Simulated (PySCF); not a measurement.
## Broadened absorption spectrum of SiMeBr3

Species: SiMeBr3, CH₃Br₃Si.
Bonds: Si1–C2, Si1–Br6, Si1–Br7, Si1–Br8. Hydrogens: H3, H4, H5 on C2.

The calculation used TDDFT CAM-B3LYP/def2-SVPD, vertical, gas phase, core orbitals frozen in the response in PySCF. Isolated species at its PBE0-D3(BJ)/def2-SVP geometry, gas phase. Relativistic effects, spin–orbit coupling among them, are left out although an element past zinc is present.

Computed states:

| state | E (eV) | f |
| --- | --- | --- |
| S1 | 6.24 | 0.0000 |
| S2 | 6.58 | 0.038 |
| S3 | 6.58 | 0.038 |
| S4 | 6.80 | 0.037 |
| S5 | 7.06 | 0.037 |
| S6 | 7.06 | 0.037 |
| S7 | 7.70 | 0.014 |
| S8 | 7.70 | 0.013 |
| S9 | 7.79 | 0.0001 |

Broadening: Gaussians 0.4 eV wide at half height, area fixed by f = 4.319×10⁻⁹ ∫ε dν̃. The width is an assumption, not a result. The curve ends short of the highest state used, and states not computed would add to its high-energy end.

Task: What does the envelope look like, and where are its maxima?

Result: 
λ (nm), ε (L mol⁻¹ cm⁻¹) and a bar:
```
    172.4       3873 ##################
    174.1       5084 #######################
    175.7       5830 ##########################
    177.4       6132 ############################
    179.0       6127 ############################
    180.6       6092 ############################
    182.3       6196 ############################
    183.9       6418 #############################
    185.5       6607 ##############################
    187.2       6553 ##############################
    188.8       6123 ############################
    190.4       5324 ########################
    192.1       4206 ###################
    193.7       3096 ##############
    195.4       2042 #########
    197.0       1270 ######
    198.6        730 ###
    200.3        373 ##
    201.9        184 #
    203.5         85 
    205.2         35 
    206.8         14 
    208.5          5 
    210.1          2 
    211.7          1 
    213.4          0 
    215.0          0 
    216.6          0 
    218.3          0 
    219.9          0
```

Maxima: 186 nm (6.66 eV), ε about 6600, made up of S2 (34%), S3 (34%) and S4 (27%); 178 nm (6.96 eV), ε about 6100, made up of S4 (25%), S5 (34%) and S6 (34%) (hardly more than a shoulder) (ε in L mol⁻¹ cm⁻¹; maxima over ε = 5, shares over 10%).

Task: What would ε be at 6.66 eV, the highest of these maxima, with half the width (0.2 eV)?

Result: About 7750 L mol⁻¹ cm⁻¹ against 6630, a factor of about 1.2; a lone state at its own centre would give exactly 2.

Task: Coming from long wavelengths, where does ε first pass 100 L mol⁻¹ cm⁻¹?

Result: At about 203 nm (6.10 eV), 0.14 eV below S1.

Task: On this curve, what absorbance would a 10⁻³ mol/L sample give at 193 nm over a 1 cm path?

Result: 193 nm is 6.424 eV, where ε is about 3600 L mol⁻¹ cm⁻¹, so A = ε c l ≈ 3.6 (Beer–Lambert, with the gas-phase spectrum and the assumed width).

The run took 1.9 min wall (grids of density and orbitals included) on Intel Xeon at 2.50 GHz, one thread, no GPU, shared host with 64 logical CPUs at a one-minute load of 63, and the process peaked at 0.97 GiB of memory.
